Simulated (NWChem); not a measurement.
GeCl$_{2}$F$_{2}$; SMILES [F][Ge]([F])([Cl])[Cl]

Program: NWChem. Each level has its own optimisation; frequencies are unscaled.

```csv
level,r F–Ge (Å),r Cl–Ge (Å),highest harmonic frequency (cm⁻¹),lowest (cm⁻¹),zero-point energy (kcal/mol),dipole (D)
Hartree-Fock/STO-3G,1.656,2.129,765,157,5.1,1.79
Hartree-Fock/3-21G,1.670,2.168,919,142,5.4,0.14
PBE0/def2-SVP,1.711,2.108,776,137,4.9,1.19
```
